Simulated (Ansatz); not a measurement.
CH₂BrN, singlet: a pair in one relaxed arrangement.

in.yaml

```yaml
crystal:
  periodic: [false, false, false]
  atoms:
    - {symbol: Br, position_ang: [-0.323128, -0.003996, -3.039999]}
    - {symbol: H, position_ang: [-0.188693, -0.000916, -1.613057]}
    - {symbol: C, position_ang: [0.173809, 0.001665, 1.575592]}
    - {symbol: N, position_ang: [0.029059, 0.001839, 0.441282]}
    - {symbol: H, position_ang: [0.309054, 0.001508, 2.636184]}
basis:
  gaussian: {orbitals: "def2-TZVPPD.json"}
hamiltonian: {xc: {name: revPBE}, dispersion: d4}
```

The basis file named in the input lies beside it (Basis Set Exchange, JSON).

Run by:

```bash
ansatz run in.yaml --threads 2 --pin off --events-out ev --progress --plain --max-ram 5222MiB
```

Output of Ansatz 0.2.0:

```
Functional definition: revPBE
  name "revPBE"
  cite "Zhang & Yang, Phys. Rev. Lett. 80, 890 (1998) doi:10.1103/PhysRevLett.80.890"
  cite "Perdew, Burke & Ernzerhof, Phys. Rev. Lett. 77, 3865 (1996) doi:10.1103/PhysRevLett.77.3865"
  parameter kappa = 1.245
  parameter beta = 0.06672455060314922
  exchange = pbe_x(kappa = kappa, mu = beta*pi^2/3)
  correlation = pbe_c(beta = beta)
891 factors; their error is unknown
mean field evaluation 1: about -72594.9788 eV, gradient 4.7e1 eV
mean field evaluation 2: about -72579.4995 eV, gradient 9.0e1 eV
mean field evaluation 4: about -72599.4901 eV, gradient 4.2e0 eV
mean field evaluation 8: about -72599.5220 eV, gradient 3.4e-1 eV
mean field evaluation 16: about -72599.5221 eV, gradient 2.6e-5 eV
mean field -72599.52214786 eV, -2667.9832292102 hartree, gradient 2.6e-5 eV, S^2 0.000000; 0 other end points of the search recorded, 0 dependent functions left out
reference -72599.52221472 eV, -2667.9832316675 hartree; 25, 25 occupied and 140, 140 virtual orbitals, 891 factors
Total energy: -72599.68388187 eV, -2667.9891728255 hartree
```

The run took about 1.9 s on 2 CPU threads of an Intel Xeon Platinum 8259CL (shared host).
